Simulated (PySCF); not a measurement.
A run for PySCF: U-HF/6-31G* on F2H2Si (SMILES F[SiH2]F), a point of a bond scan (R = 3.968 Å).

```python
from pyscf import gto, scf, dft, mp
from pyscf.data.elements import chemcore

mol = gto.M(
    atom='''
    Si    0.22395286   -0.14590633    0.36051960
    F    -0.89516694   -0.95086907   -0.43504308
    F     0.40909919    1.26754447   -0.34742940
    H     3.64165590   -2.14472875    0.09367093
    H    -0.25049912    0.07882097    1.73329117
    ''',
    basis='6-31g*',
    cart=True,
    charge=0, spin=0, verbose=3, max_memory=1800)
mf = scf.UHF(mol)
mf.conv_tol = 1e-8
mf.max_cycle = 100
mf.init_guess_breaksym = True
mf.kernel()
if not mf.converged:
    mf = mf.newton().run(mf.mo_coeff, mf.mo_occ)
for _ in range(4):
    mo, _, stable, _ = mf.stability(return_status=True)
    if stable:
        break
    mf.kernel(mf.make_rdm1(mo, mf.mo_occ))
```

Output:

```
converged SCF energy = -488.808730360538  <S^2> = 6.1447025e-10  2S+1 = 1
<class 'pyscf.scf.uhf.UHF'> wavefunction has an internal instability
converged SCF energy = -488.949363951284  <S^2> = 0.99666541  2S+1 = 2.2330834
<class 'pyscf.scf.uhf.UHF'> wavefunction is stable in the internal stability analysis
```

The run converged. Its determinant has ⟨S²⟩ = 1.00, a mixture of spin states.

Cost: about 1.5 core-seconds (a rough figure).
